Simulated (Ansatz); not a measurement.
C₂₂H₂₃BrS⁻, that is (4-tert-butylphenyl)diphenylsulfonium bromide with one electron more. The state is a doublet with charge -1. Geometry PBE-D4/def2-SVP, that of the neutral singlet; atoms count from 1.

Cartesian coordinates in Å:
```
C 2.5219 -2.3551 3.8553
C 1.1076 -2.2912 3.2501
C 0.1148 -1.8944 4.3684
C 0.7434 -3.6932 2.7058
C 1.0117 -1.2722 2.1036
C -0.2245 -1.0666 1.4483
C -0.3601 -0.1517 0.3989
C 0.7703 0.5643 -0.0341
S 0.6522 1.8029 -1.3584
C -1.1081 2.3331 -0.9962
C -1.2226 3.2561 0.0578
C -2.4752 3.8015 0.3685
C -3.6048 3.4454 -0.3881
C -3.4774 2.5401 -1.4524
C -2.2275 1.9776 -1.7640
C 0.3502 0.9075 -2.8946
C 0.1143 -0.4719 -2.9316
C -0.1473 -1.0743 -4.1724
C -0.1826 -0.3041 -5.3448
C 0.0551 1.0801 -5.2836
C 0.3289 1.6963 -4.0568
C 2.0119 0.3870 0.5904
C 2.1153 -0.5190 1.6563
H 2.8341 -1.3795 4.2807
H 2.5437 -3.0987 4.6775
H 3.2793 -2.6653 3.1069
H -0.9332 -1.8737 4.0065
H 0.1673 -2.6223 5.2043
H 0.3530 -0.8892 4.7730
H 1.4401 -3.9989 1.8985
H 0.8038 -4.4483 3.5169
H -0.2859 -3.7222 2.2938
H -1.1156 -1.6298 1.7642
H -1.3421 0.0039 -0.0692
H -0.3307 3.5412 0.6392
H -2.5681 4.5174 1.1997
H -4.5867 3.8810 -0.1497
H -4.3596 2.2617 -2.0493
H -2.1326 1.2670 -2.5973
H 0.1607 -1.0733 -2.0135
H -0.3184 -2.1606 -4.2181
H -0.3872 -0.7845 -6.3132
H 0.0426 1.6861 -6.2021
H 0.5500 2.7723 -4.0022
H 2.8899 0.9285 0.1976
H 3.0974 -0.6364 2.1346
Br 3.3307 1.4254 -2.2053
```

Single mean-field runs in def2-TZVP are fitted with def2-universal-jkfit. The highest occupied level of the charge -1 doublet lies above zero (up to 0.80 eV). By energy differences its removal costs 0.39 eV (vertical, to the charge 0 singlet, at PBE0-D4/def2-TZVP); self-interaction error and the lack of diffuse functions both raise the level.

Problem. Estimate the Mulliken populations of the heavy atoms from the PBE0/def2-TZVP orbitals of Ansatz.

Solution. 
```json
{"atom": "C1", "charge (e)": "-0.41", "spin (α − β)": "0.00"}
{"atom": "C2", "charge (e)": "0.09", "spin (α − β)": "-0.02"}
{"atom": "C3", "charge (e)": "-0.37", "spin (α − β)": "0.00"}
{"atom": "C4", "charge (e)": "-0.37", "spin (α − β)": "0.01"}
{"atom": "C5", "charge (e)": "0.21", "spin (α − β)": "0.24"}
{"atom": "C6", "charge (e)": "-0.25", "spin (α − β)": "-0.07"}
{"atom": "C7", "charge (e)": "-0.27", "spin (α − β)": "0.14"}
{"atom": "C8", "charge (e)": "0.06", "spin (α − β)": "0.11"}
{"atom": "S9", "charge (e)": "0.16", "spin (α − β)": "0.11"}
{"atom": "C10", "charge (e)": "0.06", "spin (α − β)": "0.10"}
{"atom": "C11", "charge (e)": "-0.17", "spin (α − β)": "0.07"}
{"atom": "C12", "charge (e)": "-0.15", "spin (α − β)": "-0.03"}
{"atom": "C13", "charge (e)": "-0.14", "spin (α − β)": "0.16"}
{"atom": "C14", "charge (e)": "-0.16", "spin (α − β)": "-0.02"}
{"atom": "C15", "charge (e)": "-0.17", "spin (α − β)": "0.05"}
{"atom": "C16", "charge (e)": "0.18", "spin (α − β)": "0.04"}
{"atom": "C17", "charge (e)": "-0.12", "spin (α − β)": "0.00"}
{"atom": "C18", "charge (e)": "-0.16", "spin (α − β)": "0.03"}
{"atom": "C19", "charge (e)": "-0.11", "spin (α − β)": "-0.01"}
{"atom": "C20", "charge (e)": "-0.12", "spin (α − β)": "0.02"}
{"atom": "C21", "charge (e)": "-0.14", "spin (α − β)": "0.01"}
{"atom": "C22", "charge (e)": "-0.15", "spin (α − β)": "0.11"}
{"atom": "C23", "charge (e)": "-0.27", "spin (α − β)": "-0.03"}
{"atom": "Br47", "charge (e)": "-0.74", "spin (α − β)": "-0.01"}
```
Mulliken values and Mayer orders depend strongly on the basis.

Problem. Where does the spin sit?

Solution. Summed by element: C 0.90, S 0.11, H -0.01, Br -0.01, of 1 unpaired in all. Largest on single atoms: C5 0.24, C13 0.16, C7 0.14.

Problem. And the Mayer bond orders between bonded heavy atoms (over 0.3)?

Solution. C1–C2 0.95 (1.54 Å); C2–C3 0.97 (1.55 Å); C2–C4 0.97 (1.55 Å); C2–C5 0.96 (1.54 Å); C5–C6 1.24 (1.41 Å); C5–C23 1.23 (1.41 Å); C6–C7 1.55 (1.40 Å); C7–C8 1.18 (1.41 Å); C8–S9 1.07 (1.82 Å); C8–C22 1.30 (1.40 Å); S9–C10 0.90 (1.87 Å); S9–C16 0.81 (1.80 Å); C10–C11 1.30 (1.41 Å); C10–C15 1.30 (1.40 Å); C11–C12 1.48 (1.40 Å); C12–C13 1.34 (1.41 Å); C13–C14 1.35 (1.40 Å); C14–C15 1.47 (1.41 Å); C16–C17 1.40 (1.40 Å); C16–C21 1.38 (1.40 Å); C17–C18 1.39 (1.40 Å); C18–C19 1.41 (1.40 Å); C19–C20 1.39 (1.41 Å); C20–C21 1.41 (1.40 Å); C22–C23 1.55 (1.40 Å).
